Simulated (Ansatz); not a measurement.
C$_{3}$H$_{9}$InO, SMILES `C[O][In]([CH3])[CH3]`, relaxed with RKS PBE0-D4/def2-TZVP in Ansatz from a GFN2-xTB geometry. The force threshold is 0.005 eV/Å; the program also tests the step.

The species carries charge 0 and has multiplicity 1. In: def2 effective core potential.

Start:

```xyz
14

C    -0.901   -0.857    2.079
O    -0.736   -1.031    0.703
In    0.193    0.117   -0.646
C     1.067    1.978    0.285
C    -0.057   -0.998   -2.564
H    -0.506   -1.731    2.610
H    -0.385    0.036    2.460
H    -1.967   -0.764    2.317
H     1.431    2.648   -0.488
H     0.286    2.465    0.866
H     1.885    1.686    0.940
H    -0.676   -1.858   -2.322
H    -0.546   -0.370   -3.305
H     0.913   -1.320   -2.936
```

**Question.** How much energy does the relaxation release, and in how many steps? (An estimate is asked.)

**Answer.** Ansatz gave: 3.29 kcal/mol, in 12 steps.

**Question.** Which bonds change most? (Estimate.)

**Answer.** Computed: In3–C4 from 2.257 to 2.144 Å; In3–C5 from 2.232 to 2.135 Å; O2–In3 from 2.000 to 2.005 Å; C4–H9 from 1.086 to 1.090 Å.

**Question.** Give the relaxed structure. (Best estimate.)

**Answer.** The calculation gave: 
```xyz
14

C    -0.865   -0.798    2.089
O    -0.777   -1.101    0.732
In    0.146    0.042   -0.632
C     0.989    1.807    0.247
C    -0.026   -0.905   -2.537
H    -0.401   -1.588    2.695
H    -0.375    0.150    2.367
H    -1.915   -0.721    2.404
H     1.471    2.434   -0.503
H     0.202    2.379    0.740
H     1.726    1.521    1.000
H    -0.601   -1.823   -2.415
H    -0.534   -0.252   -3.249
H     0.960   -1.146   -2.937
```
